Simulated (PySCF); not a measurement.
**Au⁶⁷⁺ (gold, charge +67): Hartree-Fock from Schrödinger to Dirac-Coulomb-Breit**

Occupied: 1s1/2, 2s1/2, 2p1/2, 2p3/2, 3s1/2. Hartree-Fock calculated with PySCF 2.14 in an uncontracted even-tempered set (16 s from 10 bohr⁻², ratio 2.7; 14 p from 12 bohr⁻², ratio 2.7), Gaussian nucleus throughout. NR is non-relativistic, sf-X2C the spin-free one-electron X2C Hamiltonian, X2C adds the bare one-electron spin-orbit term, X2C-SNSO screens it by Boettger's factors, DC is four-component Dirac-Coulomb, and the Gaunt and Breit terms are added at first order (total energies over the DC spinors, levels after relaxing the spinors in that mean field). QED terms are absent. Levels marked empty are virtual spinors of this ion; the basis has s and p functions only, so 3d, which can lie below the n = 4 levels, is absent.

| Hamiltonian | E (hartree) | E − E(DC) (hartree) | CPU seconds |
| --- | --- | --- | --- |
| NR | -12360.2949 | 1063.5479 | 0.41 |
| sf-X2C | -13393.4932 | 30.3497 | 0.29 |
| X2C | -13418.0311 | 5.8118 | 0.31 |
| X2C-SNSO | -13416.6922 | 7.1507 | 0.29 |
| DC | -13423.8429 | 0.0000 | 15 |
| DC+Gaunt | -13405.5171 | 18.3257 | 32 |
| DC+Breit | -13407.1145 | 16.7283 | 83 |

**Question.** Give the 2p spin-orbit interval with each Hamiltonian that has one.

**Answer.** X2C 1951; X2C-SNSO 1895; DC 1896; DC+Gaunt 1876; DC+Breit 1876 (eV).

```
   level (eV)        NR    sf-X2C       X2C  X2C-SNSO        DC  DC+Gaunt  DC+Breit
        1s1/2  -79485.6  -87191.5  -87167.3  -87168.6  -87280.8  -86983.4  -87003.1
        2s1/2  -17923.3  -20147.5  -20141.5  -20141.8  -20158.5  -20125.0  -20127.6
        2p1/2  -17496.3  -18226.9  -19634.8  -19591.4  -19603.7  -19546.0  -19551.5
        2p3/2  -17496.3  -18226.9  -17683.3  -17696.3  -17707.4  -17669.8  -17675.4
        3s1/2   -7509.3   -8212.1   -8211.0   -8211.1   -8215.1   -8206.1   -8207.2
3p1/2 (empty)   -7259.7   -7552.8   -7925.6   -7914.2   -7917.5   -7902.6   -7904.6
3p3/2 (empty)   -7259.7   -7552.8   -7406.4   -7409.9   -7412.3   -7402.6   -7404.6
4s1/2 (empty)   -4048.0   -4327.0   -4326.7   -4326.7   -4328.1   -4324.8   -4325.3
```

Weight of the small component: 1s1/2 0.0901, 2s1/2 0.0212, 2p1/2 0.0211, 2p3/2 0.0189, 3s1/2 0.00831, 3p1/2 0.00820, 3p3/2 0.00762, 4s1/2 0.00399.

Koopmans' value for the highest occupied level at DC+Breit: 8207.2 eV, against an ionisation energy of 8210 ± 40 eV (theoretical estimate listed by NIST; NIST Atomic Spectra Database, ionization energies); the former lacks relaxation, correlation, QED and recoil.

The whole ladder took 130 s of wall time on 1 thread of Intel(R) Xeon(R) Platinum 8375C CPU @ 2.90GHz (shared host), launched as `OMP_NUM_THREADS=1 python relrun2.py TASK.json OUT` (a driver that calls PySCF for each Hamiltonian).
